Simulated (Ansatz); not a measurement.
`CB(C)O[SiH3]` + HCl → `CB(C)Cl` + `O[SiH3]` at 298.15 K and 1 bar (ligand exchange at a B–O bond).

Gas-phase electronic energies from Ansatz, PBE0-D4/def2-TZVP geometries. CCSD(T)/CBS is the MP2 limit (def2-TZVPP, def2-QZVPP) plus CCSD(T) − MP2 in def2-TZVPP, frozen cores. This one scheme is used for every species. Each species was taken in one conformer, which may not be the lowest.

```
       species  CCSD(T)/CBS energy (Eh)  H − E (kJ/mol)  S (J/(mol·K))
`CB(C)O[SiH3]`               -470.67451           306.2          380.7
           HCl               -460.38127            26.6          186.8
     `CB(C)Cl`               -564.35192           223.5          320.2
     `O[SiH3]`               -366.69042           113.6          257.8
```

H − E and S are ideal-gas, rigid-rotor, harmonic terms from PBE0-D4/def2-TZVP, for one conformer and one mirror image of each species. 1 Eh = 2625.50 kJ/mol, R = 8.31446 J/(mol·K).

Task: By hand: ΔE, ΔH, ΔS and ΔG.

Result: ΔE = (-564.35192) + (-366.69042) − (-470.67451) − (-460.38127) = 0.01344 Eh = 35.3 kJ/mol. Δ(H − E) = 223.5 + 113.6 − 306.2 − 26.6 = 4.3, so ΔH = 39.6 kJ/mol. ΔS = 320.2 + 257.8 − 380.7 − 186.8 = 10.5 J/(mol·K). ΔG = 39.6 − 298.15 × (10.5)/1000 = 36.5 kJ/mol.

Task: By hand: the equilibrium constant, and the temperature at which ΔG would vanish if ΔH and ΔS stayed fixed.

Result: log₁₀ K = −ΔG/(RT ln 10) = -6.4. ΔG = 0 at ΔH/ΔS = 3771 K, far beyond where these terms or the molecules hold.

The number of gas molecules stays the same, so ΔS is small and ΔH decides. A doubt of 5 kJ/mol in ΔE shifts log₁₀ K by 0.9 here. Other conformers and mirror images would add mixing entropy, several J/(mol·K) or more a flexible species. Modes under 60 cm⁻¹, often nearly free rotors, make the harmonic entropy too high. These are equilibria of isolated gas molecules and say nothing of rates. Largest T1 diagnostic: 0.011 (customary marks: 0.02 for closed shells, 0.045 for open ones).
